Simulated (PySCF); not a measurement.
SMILES F[SiH2]O[SiH](F)F, CAM-B3LYP/def2-SVP optimised geometry. Atoms within 1.6 Å of the plane z = 1.2 Å (x, y, z in Å): Si1 (1.51, -0.16, -0.06), O3 (-0.08, -0.55, 0.00), Si4 (-1.70, -0.55, 0.00), F5 (-2.22, -1.21, 1.36), F6 (-2.23, 0.97, 0.00), H7 (2.26, -1.07, 0.84), H8 (1.70, 1.27, 0.25).

Calculation: CAM-B3LYP/def2-TZVP in PySCF. Cells within 0.4 Å of a nucleus heavier than hydrogen are left out (blank, or x).

Map of the electron localisation function on the plane z = 1.2 Å:

```
|0000000000000000000000000000000|
|0000000000000000000000000000000|
|0000000000000000000000000000000|
|0000000000000000000000000000000|
|0000000000000000000000000000000|
|0000000000000000000000000000000|
|0000000000000000000112100000000|
|0000000000000000003688741000000|
|0000000000000000027999985000000|
|0000001111100000038999998200000|
|0000012332100000028999997300000|
|0000012333100000016999985100000|
|0000012332100000003798752000000|
|0000000111000000001355310000000|
|0000000000000122100122110000000|
|0000000011000234310023454310000|
|0000023554200245410158999873000|
|0001357787510145410389999997100|
|0002478xx8620134310499999999300|
|0002578xx8730013200499999999300|
|0002478xx8730001100399999998200|
|0001367887620000000299999996000|
|0000245666410000000179999971000|
|0000123443200000000038998610000|
|0000001111000000000001331000000|
|0000000000000000000000000000000|
|0000000000000000000000000000000|
|0000000000000000000000000000000|
|0000000000000000000000000000000|
|0000000000000000000000000000000|
|0000000000000000000000000000000|
```
Scale: ten equal steps from 0.000 (start of '0') to 1.000 (end of '9'), in the order '0123456789'; x runs from -4.50 to 4.50, y from -4.50 (bottom) to 4.50 (top).
